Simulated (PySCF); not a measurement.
Al2Br4F2, singlet, PBE0/def2-SVP optimised geometry.

```
8

Al    -0.52    -0.21     0.00
Al     1.66    -0.78     1.71
F      1.32    -0.21     0.00
Br    -1.32    -1.87    -1.25
Br    -1.32     1.87     0.00
F     -0.17    -0.78     1.71
Br     2.46    -2.86     1.70
Br     2.46     0.88     2.96
```

Density from PySCF 2.14.0 with PBE0/def2-TZVP at that geometry.

Minimum of the electron density along straight lines between bonded atoms, close to the bond critical point (lines longer than 1.1 times the sum of covalent radii, or with two minima, are not listed):

```
bond     length / Å  ρ at the minimum / e bohr⁻³  ∇²ρ there / e bohr⁻⁵  position (fraction from the first atom)
-------  ----------  ---------------------------  --------------------  ---------------------------------------
Al1–F3        1.832                        0.066                  0.47                                     0.43
Al2–F3        1.833                        0.066                  0.47                                     0.43
Al1–Br4       2.228                        0.071                  0.21                                     0.37
Al1–Br5       2.228                        0.071                  0.21                                     0.37
Al1–F6        1.833                        0.066                  0.47                                     0.43
Al2–F6        1.833                        0.066                  0.47                                     0.43
Al2–Br7       2.228                        0.071                  0.21                                     0.37
Al2–Br8       2.228                        0.071                  0.21                                     0.37
```
